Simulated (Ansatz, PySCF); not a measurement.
HCl$_{2}$OTi (SMILES [OH][Ti+]([Cl])[Cl]), charge +1, singlet, geometry from GFN2-xTB (such geometries of metal compounds can be far from the true shape) (the multiplicity is a formal guess). Base run: PBE0/STO-3G run with PySCF.

Input for PySCF:
```python
from pyscf import gto, scf, dft

mol = gto.Mole()
mol.atom = '''
    Ti    0.12390598    0.11494892    0.56608490
    Cl   -1.28243410   -1.29189440   -0.14479010
    Cl    0.22989792    1.49208641   -1.03198747
    O     1.59064046   -0.61057994    0.82154334
    H     2.44206012   -1.04750071    0.97900448
'''
mol.basis = 'sto-3g'
mol.charge = 1
mol.verbose = 4
mol.build()

mf = dft.RKS(mol)
mf.xc = 'pbe0'
mf.kernel()
```

The same geometry, method and basis name were run in Ansatz (a quantum-chemistry and plane-wave program) and PySCF, at each program's defaults and at the settings that a row names. The base is PySCF at its defaults. Differences at the defaults can come from grids, fitting, cores and function types together.

| code and settings | ΔE vs base (mEh) | basis functions | E (Eh) | SCF cycles |
|---|---|---|---|---|
| PySCF, defaults (exact integrals, its default grid, spherical functions) | 0.000 | 42 | -1825.38446 | 10 |
| Ansatz, defaults (factorised integrals, its default grid, spherical functions) | 0.004 | 42 | -1825.38445 | - |
| PySCF, density fitting with def2-universal-jkfit | -2.603 | 42 | -1825.38706 | 10 |
| PySCF, fine grid | -0.001 | 42 | -1825.38446 | 10 |
| Ansatz, high accuracy | 0.001 | 42 | -1825.38445 | - |
